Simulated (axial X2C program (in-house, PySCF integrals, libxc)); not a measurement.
## Potential curves of AsI, scalar-relativistic

Computed with an axial X2C code built on PySCF integrals. Spin-free means the one-electron spin-free X2C Hamiltonian. Basis: I dyall-cv3z [11s12p8d4f1g], As dyall-cv3z [9s9p6d4f1g] (cores contracted in-house); Gaussian nuclei, density fitting, unrestricted open shells. Masses: I 126.904 u, As 74.922 u.

State: M_S = 1, Λ = 0 (beyond evenly filled blocks: π+α, π-α). Energies in eV from the fragments at the same level (I + As). Fits are polynomials in 1 − R0/R over 0.85 to 1.23 times the lowest point R0.

```
 R (Å)       HF     PBE0      PBE
2.1759   0.1594  -1.5583  -1.7004
2.2759  -0.4570  -2.0933  -2.2592
2.3509  -0.7300  -2.3141  -2.4977
2.4260  -0.8833  -2.4221  -2.6230
2.5010  -0.9454  -2.4452  -2.6629
2.5885  -0.9328  -2.3939  -2.6304
2.6761  -0.8555  -2.2826  -2.5375
2.7886  -0.7023  -2.0830  -2.3603
2.9262  -0.5088  -1.7915  -2.0940
3.1262           -1.3459  -1.6756
3.4014           -0.8247  -1.1401
3.7515           -0.4160  -0.6461
```

One determinant describes the state; a PBE0 search over occupations chose it and may have missed a lower one. De is counted from the lowest determinant-based energies of the atoms at the same level, without counterpoise correction. Other states lie close and PBE0, whose exact exchange favours high spin, may order them wrongly; the determinant shown need not be the ground state. The nearest other spin-free determinant of the search, M_S = 0, Λ = 2, lies 0.84 eV up at the distance of the search. The determinant is spin-polarised beyond a pure state at some levels (its spin-free form has ⟨S²⟩ too high), which makes Re and μ there less reliable. The stretched end of a curve changes character and is left out. Spin–orbit coupling changes these values markedly for this molecule (Re by over 0.02 Å or De by over 0.25 eV), so the spin-free numbers are a model. Spin-free De lacks the spin–orbit lowering of the heavy p-block atom, a tenth of an eV or more for 4p and 5p, up to an eV for 6p and one to two eV for 7p atoms, less what an open-shell molecule gains itself.

What are Re, ωe and De at the HF level?

At HF, spin-free: Re = 2.530 Å, ωe ≈ 250 cm⁻¹, De = 0.95 eV to I + As; Be follows as 0.0559 cm⁻¹.

Fit the PBE0 curve near its minimum: give the equilibrium distance, the harmonic wavenumber and the well depth.

At PBE0, spin-free: Re = 2.488 Å, ωe ≈ 260 cm⁻¹, De = 2.45 eV to I + As; Be follows as 0.0578 cm⁻¹.

Fit the PBE curve near its minimum: give the equilibrium distance, the harmonic wavenumber and the well depth.

At PBE, spin-free: Re = 2.507 Å, ωe ≈ 251 cm⁻¹, De = 2.66 eV to I + As; Be follows as 0.0569 cm⁻¹.
